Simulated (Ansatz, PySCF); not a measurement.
Energy difference R1 → P1 + P2, each structure at its B3LYP-D3(BJ)/def2-TZVP stationary point, reached from a drawn start (curvature not checked).
R1: H4Sn (SMILES [SnH4]), charge 0, multiplicity 1.
P1: H2Sn (SMILES [SnH2]), charge 0, multiplicity 1.
P2: H2 (SMILES [H][H]), charge 0, multiplicity 1.

| level | reaction energy (eV) |
|---|---|
| HF/def2-SVP | 0.998 |
| HF/def2-TZVPP | 0.974 |
| PBE0-D3(BJ)/def2-TZVPP | 1.069 |
| BHLYP/def2-TZVPP | 0.966 |
| BHLYP-D3(BJ)/def2-TZVPP | 1.001 |
| M06-2X/def2-TZVPP | 0.905 |
| CAM-B3LYP-D3(BJ)/def2-TZVPP | 1.028 |
| B2PLYP-D3(BJ)/def2-TZVPP | 0.924 |
| MP2/def2-SVP | 1.014 |
| SCS-MP2/def2-TZVPP | 0.981 |
| SCS-MP2/def2-QZVPP | 0.990 |
| CCSD/def2-QZVPP | 0.973 |
| CCSD(T)/def2-TZVPP | 0.965 |
| CCSD(T)/CBS(def2-TZVPP, def2-QZVPP) | 1.000 |

P less R. No zero-point or thermal terms; no spin–orbit coupling.

Correlated levels freeze the cores. In cc and def2 sets filled d and f shells under p-block atoms count as core. CBS(a, b) extrapolates the correlation energy as X⁻³ and adds the Hartree–Fock energy of set b.

Codes used: Ansatz (a first-principles code) with Gaussian orbitals; PySCF for M06-2X and the D3/D4 terms. Each number belongs to the level named beside it. Elements past Kr take the def2 small-core potentials, without spin–orbit coupling.
